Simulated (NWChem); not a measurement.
# C2H4Cl2; SMILES CC(Cl)Cl

Computed with NWChem. Coordinates come from a PBE0/def2-SVP optimisation. Level: PBE0/def2-SVP with SMD, gas-phase geometry; reactions with the solvents are ignored.

| SMD term (kcal/mol) | water | n-hexane |
|---|---|---|
| distortion of the solute's density | 0.56 | 0.10 |
| polarisation | -3.87 | -1.55 |
| cavity, dispersion and structure | 1.97 | -2.71 |

Q: Sum the solvation free energies, find the transfer free energy from water to n-hexane and the partition coefficient at 298.15 K.

A: 
1. ΔG(solv, water) = -1.34 kcal/mol and ΔG(solv, n-hexane) = -4.16 kcal/mol (1 M gas to 1 M solution).
2. Transfer: -4.16 − (-1.34) = -2.82 kcal/mol.
3. log₁₀ K(n-hexane/water) = −ΔG/(RT ln 10) = 2.82/1.364 = 2.1, so the model puts more of the solute in n-hexane.
4. Of the transfer energy, 1.86 kcal/mol is electrostatic and -4.68 comes from the non-electrostatic term. The two phases are taken as the pure solvents.
